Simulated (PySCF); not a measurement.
C3, SMILES [C]=C=[C] (connectivity only; charge and spin as stated), neutral, multiplicity 1. Geometry optimised at PBE0-D3(BJ)/def2-TZVP. The isomer is the one that the SMILES or the coordinates give; other isomers of the formula were not compared.

PySCF with TDA-CAM-B3LYP/def2-TZVPD puts the lowest singlet excitations at 3.69, 3.69, 3.73, 3.98, 3.98, 4.88 eV.

**Question.** What are the lowest excitation roots from ADC(2)/aug-cc-pVDZ (PySCF)? (An estimate is asked for; the answer gives what the named calculation found.)

**Answer.** 3.38, 3.38, 4.26, 4.41, 4.58, 4.58 eV. S1 differs by -0.31 eV (second minus first; roots are paired by order, and the bases may differ).
